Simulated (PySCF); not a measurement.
Cartesian coordinates in Å; atom numbers follow the order of the lines, from 1:
```xyz
27

Si    0.4126    0.8590   -0.2660
C     0.2889    1.4012    1.5251
C     0.9726    0.8606    2.5419
H    -0.4473    2.1818    1.7627
H     1.7156    0.0714    2.3806
H     0.8225    1.1764    3.5809
C     2.1004    0.1270   -0.6182
C     3.2461    0.4755   -0.0195
H     2.1530   -0.6094   -1.4329
H     3.2736    1.2132    0.7904
H     4.2116    0.0484   -0.3145
C     0.0451    2.2762   -1.4152
C    -1.0143    2.2891   -2.2325
H     0.7309    3.1341   -1.4258
H    -1.7150    1.4475   -2.2559
H    -1.2222    3.1277   -2.9070
O    -0.7691   -0.2717   -0.6169
C    -0.9430   -1.4904    0.0817
C    -1.0878   -2.6054   -0.9371
C    -2.1448   -1.3763    1.0023
H    -0.0467   -1.6993    0.7014
H    -1.9616   -2.4148   -1.5794
H    -1.2212   -3.5803   -0.4442
H    -0.1975   -2.6578   -1.5808
H    -1.9984   -0.5610    1.7257
H    -3.0491   -1.1575    0.4132
H    -2.3073   -2.3110    1.5605
```

Calculated, not measured (PySCF 2.14): PBE0-D3(BJ)/def2-SVP geometry, NMR shieldings at B3LYP/pcSseg-1/GIAO. Equivalent nuclei averaged, isolated molecule, single conformer, relativity neglected.

Scale: 13C, 1H, 29Si against TMS; 17O against H2O (reference shieldings calculated alike).

```tsv
atoms	nucleus	count	δ (ppm)
C3/C8/C13	13C	3	145.0
H21	1H	1	?
O17	17O	1	?
H4/H9/H14	1H	3	6.06
H5/H6/H10/H11/H15/H16	1H	6	6.30
H22/H23/H24/H25/H26/H27	1H	6	1.17
C2/C7/C12	13C	3	?
C18	13C	1	66.7
Si1	29Si	1	-24.3
C19/C20	13C	2	27.6
```

Q: Complete the table.

A: 
- C2/C7/C12: 143.6 ppm, carbon bonded to C, Si, H
- H21: 3.76 ppm, hydrogen on a carbon bonded to 2 C, O
- O17: 76.0 ppm, oxygen bonded to C, Si

Shifts are as computed. Against solution values, carbons near 30 ppm lie about +2 ppm off and those near 130 ppm about +6 ppm. Of 1313 compounds with measured shifts, 239 miss one by over three times the rms of a fit or turn the order of signals round; such compounds aren't used in these exercises. Experimental scales use liquid or dissolved standards, which lie at an offset from isolated H2O (liquid H2O: subtract about 36 ppm).
